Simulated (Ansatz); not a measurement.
`[SiH3][O][GeH3]`. The species carries charge 0 and has multiplicity 1. Geometry: relaxed with PBE0-D4/def2-TZVP.

```xyz
9

Si   -0.090    0.939    1.233
O    -0.685   -0.104    0.126
Ge   -0.001   -0.984   -1.256
H     0.998    0.307    2.032
H    -1.198    1.336    2.137
H     0.472    2.153    0.576
H    -1.167   -1.778   -1.854
H     1.112   -1.910   -0.738
H     0.561    0.042   -2.254
```

(1) What is the dipole moment at PBE/def2-TZVPP? (Best estimate.)

(2) And with r2SCAN, B3LYP, ωB97M-V? (Best estimate.)

(3) Give the Mulliken charges with PBE, r2SCAN, B3LYP in def2-TZVPP. (Estimate.)

Answers

(1) The calculation gave: 1.21 D, with components (0.51, -0.57, -0.93) D in this frame, pointing from negative to positive charge.

(2) Ansatz gave: r2SCAN 1.25 D, B3LYP 1.25 D, ωB97M-V 1.30 D.

(3) Ansatz gave: 
| atom | PBE | r2SCAN | B3LYP |
| --- | --- | --- | --- |
| Si1 | 0.36 | 0.46 | 0.43 |
| O2 | -0.40 | -0.50 | -0.48 |
| Ge3 | 0.28 | 0.34 | 0.31 |
| H4 | -0.07 | -0.09 | -0.09 |
| H5 | -0.06 | -0.08 | -0.07 |
| H6 | -0.07 | -0.09 | -0.09 |
| H7 | 0.00 | -0.01 | 0.00 |
| H8 | -0.01 | -0.02 | -0.01 |
| H9 | -0.01 | -0.02 | -0.01 |

B3LYP here is the variant with VWN-RPA as its local correlation; programs differ in this.
